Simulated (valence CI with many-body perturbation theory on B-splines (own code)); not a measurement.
## E1 line list for Zr XXXVI

Computed by valence CI with perturbative core correlation (CI+MBPT): three valence electrons over a frozen Dirac-Fock core [He], a basis of 11 s, 11 p, 10 d, 8 f, 5 g, 2 h functions for each j, with the one-electron correlation potential Σ1, the two-electron term Σ2, the three-electron term Σ3, Breit, model QED; selected CI, second order for the rest, scaled by the run's own slope (own B-spline code, finite nucleus).

The last digits are not significant, and no measured levels were compared; by estimate large intervals hold to a few tenths of a per cent, small ones and those within an open d or f shell to about a per cent.

Lines 151 to 200 of 593 in falling wavelength, among levels below 31200 × 10³ cm⁻¹, chosen from the strongest by gf and those to the six lowest levels. Wavelengths and rates use the calculated energies. Electric multipoles are in the length gauge, E1 and E2 with the static RPA response of the core. Weak lines are less certain than strong ones. Lines between different terms over intervals too small for the method are left out, as are lines whose strength nearly cancels. The highest levels of a list are the least certain.

Levels are named by their leading jj configuration (3d3/2^4 stands for four electrons in 3d with j = 3/2), which in mixed levels can hold well under half, so a name can repeat and another be missing. Letters in brackets count levels of one name in rising energy.

```tsv
λ vac (Å)	Upper	Lower	A (s⁻¹)	log gf	Branch %
55.47	(2s 2p3/2 3d5/2) J=5/2 [b]	(2s^2 3d5/2) J=5/2	9.79e+10	-0.57	0.1
55.30	(2s 2p3/2 3p1/2) J=3/2 [b]	(2s^2 3p1/2) J=1/2	9.00e+10	-0.78	0.7
55.12	(2s 2p3/2 3s) J=3/2 [b]	(2s^2 3s) J=1/2	9.83e+10	-0.75	0.8
54.61	(2p3/2^2 3p3/2) J=7/2	(2s 2p3/2 3p3/2) J=7/2	5.25e+10	-0.73	0.2
54.60	(2s 2p3/2 3d5/2) J=3/2 [b]	(2s^2 3d5/2) J=5/2	1.12e+11	-0.70	0.1
54.47	(2p3/2^2 3p1/2) J=5/2	(2s 2p3/2 3p1/2) J=5/2	5.47e+10	-0.84	0.1
54.41	(2p3/2^2 3d5/2) J=9/2	(2s 2p3/2 3d5/2) J=9/2	4.73e+10	-0.68	18.4
54.02	(2s 2p1/2 2p3/2) J=3/2 [b]	(2s^2 2p1/2) J=1/2	8.62e+10	-0.82	98.2
53.37	(2p1/2 2p3/2^2) J=3/2	(2s 2p1/2 2p3/2) J=5/2	1.14e+10	-1.71	7.3
52.52	(2s 2p1/2 2p3/2) J=1/2	(2s^2 2p1/2) J=1/2	1.50e+11	-0.91	97.8
52.22	(2p1/2 2p3/2^2) J=1/2	(2s 2p1/2 2p3/2) J=3/2 [b]	1.40e+11	-0.94	69.5
51.29	(2s 2p3/2^2) J=1/2	(2s^2 2p3/2) J=3/2	1.27e+11	-1.00	99.5
51.03	(2s 2p3/2^2) J=3/2	(2s^2 2p3/2) J=3/2	1.92e+11	-0.52	95.2
50.72	(2p1/2^2 2p3/2) J=3/2	(2s 2p1/2^2) J=1/2	6.08e+10	-1.03	54.0
50.24	(2p1/2 2p3/2^2) J=5/2	(2s 2p1/2 2p3/2) J=5/2	5.43e+10	-0.91	44.4
48.87	(2p1/2 2p3/2^2) J=3/2	(2s 2p1/2 2p3/2) J=3/2 [a]	7.11e+10	-0.99	45.5
14.83	(2s 2p3/2 4f7/2) J=5/2 [a]	(2s 2p3/2 3d3/2) J=3/2 [b]	7.87e+11	-0.81	3.3
14.78	(2s 2p3/2 4f7/2) J=9/2 [b]	(2p1/2 2p3/2 3p3/2) J=7/2	4.37e+11	-0.84	1.8
14.50	(2s 2p1/2 4f5/2) J=5/2 [a]	(2s 2p1/2 3d5/2) J=3/2	1.19e+12	-0.65	4.9
14.49	(2s 2p1/2 4f7/2) J=7/2 [a]	(2s 2p1/2 3d5/2) J=5/2 [b]	1.48e+12	-0.43	6.2
14.48	(2s 2p1/2 4p3/2) J=5/2	(2s 2p1/2 3d5/2) J=7/2	6.09e+11	-0.94	9.7
14.47	(2s 2p3/2 4p3/2) J=5/2 [b]	(2s 2p3/2 3d5/2) J=7/2 [b]	6.24e+11	-0.93	3.5
14.45	(2s 2p3/2 4s) J=5/2	(2s 2p3/2 3p3/2) J=5/2 [a]	7.52e+11	-0.85	8.3
14.45	(2s 2p3/2 4f5/2) J=3/2 [a]	(2s 2p3/2 3d5/2) J=1/2	1.06e+12	-0.88	4.4
14.39	(2s 2p3/2 4f7/2) J=3/2	(2s 2p3/2 3d5/2) J=1/2	1.47e+13	0.26	62.5
14.38	(2p1/2^2 4s) J=1/2	(2p1/2^2 3p3/2) J=3/2	2.96e+12	-0.74	31.8
14.38	(2s 2p3/2 4s) J=3/2 [a]	(2s 2p3/2 3p3/2) J=5/2 [a]	1.30e+12	-0.79	10.9
14.38	(2s 2p3/2 4p3/2) J=7/2	(2s 2p3/2 3d5/2) J=9/2	5.64e+11	-0.85	9.9
14.35	(2s 2p1/2 4s) J=1/2 [a]	(2s 2p1/2 3p3/2) J=3/2 [a]	2.96e+12	-0.74	28.9
14.34	(2s 2p1/2 4s) J=1/2 [b]	(2s 2p1/2 3p3/2) J=3/2 [b]	1.89e+12	-0.93	19.4
14.34	(2s 2p3/2 4f5/2) J=7/2 [b]	(2p1/2 2p3/2 3p1/2) J=5/2	1.11e+12	-0.56	4.6
14.33	(2s 2p1/2 4s) J=3/2	(2s 2p1/2 3p3/2) J=5/2	2.31e+12	-0.55	20.6
14.33	(2s 2p3/2 4f7/2) J=7/2 [a]	(2s 2p3/2 3d5/2) J=7/2 [a]	3.43e+12	-0.07	14.4
14.33	(2s 2p3/2 4f7/2) J=9/2 [a]	(2s 2p3/2 3d5/2) J=7/2 [a]	2.21e+13	0.83	95.3
14.33	(2s 2p3/2 4f7/2) J=7/2 [b]	(2p1/2 2p3/2 3p1/2) J=5/2	6.69e+11	-0.78	2.8
14.31	(2s 2p1/2 4f5/2) J=7/2	(2s 2p1/2 3d5/2) J=5/2 [b]	1.91e+12	-0.33	8.0
14.30	(2s 2p1/2 4f5/2) J=5/2 [b]	(2s 2p1/2 3d5/2) J=5/2 [b]	6.61e+11	-0.92	2.7
14.28	(2s 2p1/2 4f5/2) J=5/2 [a]	(2s 2p1/2 3d3/2) J=3/2 [b]	1.88e+12	-0.46	7.8
14.27	(2s 2p1/2 4f5/2) J=5/2 [b]	(2s 2p1/2 3d5/2) J=3/2	7.42e+11	-0.87	3.1
14.27	(2s 2p1/2 4f7/2) J=5/2	(2s 2p1/2 3d5/2) J=5/2 [b]	1.62e+12	-0.53	6.8
14.27	(2s^2 4s) J=1/2	(2s^2 3p3/2) J=3/2	2.87e+12	-0.76	25.8
14.27	(2s 2p3/2 4f5/2) J=5/2 [a]	(2s 2p3/2 3d5/2) J=3/2 [a]	1.25e+12	-0.64	5.2
14.26	(2s 2p1/2 4f7/2) J=7/2 [b]	(2s 2p1/2 3d5/2) J=5/2 [b]	1.88e+13	0.66	79.9
14.26	(2p1/2^2 4f5/2) J=5/2	(2p1/2^2 3d5/2) J=5/2	1.31e+12	-0.62	5.5
14.25	(2s 2p1/2 4f7/2) J=5/2	(2s 2p1/2 3d5/2) J=3/2	1.94e+13	0.55	81.7
14.24	(2s 2p3/2 4f5/2) J=3/2 [b]	(2s 2p3/2 3d5/2) J=3/2 [b]	2.67e+12	-0.49	11.0
14.23	(2s 2p3/2 4s) J=3/2 [b]	(2s 2p3/2 3p3/2) J=5/2 [b]	1.86e+12	-0.65	22.8
14.23	(2s 2p1/2 4f5/2) J=5/2 [a]	(2s 2p1/2 3d5/2) J=5/2 [a]	7.86e+11	-0.84	3.3
14.23	(2p1/2^2 4f7/2) J=7/2	(2p1/2^2 3d5/2) J=5/2	1.98e+13	0.68	84.3
14.22	(2s 2p3/2 4f5/2) J=5/2 [b]	(2s 2p3/2 3d5/2) J=5/2 [b]	6.09e+11	-0.96	2.5
```
